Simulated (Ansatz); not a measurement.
Mulliken charges of `[N]#[Sb]` from r2SCAN/def2-TZVPP in Ansatz (PBE0-D4/def2-TZVP geometry).

```
atom   x (Å)   y (Å)   z (Å)  charge (e)
  N1  -0.766   0.275  -0.388      -0.495
 Sb2   0.766  -0.275   0.388       0.495
```

By hand: the dipole of these point charges (1 e Å = 4.8032 D).

Σ q r = (0.758, -0.272, 0.384) e Å, of length 0.892 e Å = 4.28 D.

How does the dipole of the full density compare? (Best estimate.)

Computed: (0.638, -0.229, 0.323) e Å, 3.61 D; the point charges give 1.19 times that, at 0° from its direction.

Point charges leave out the atoms' own dipoles, such as those of lone pairs, and Mulliken's split depends on the basis, so the two needn't agree.
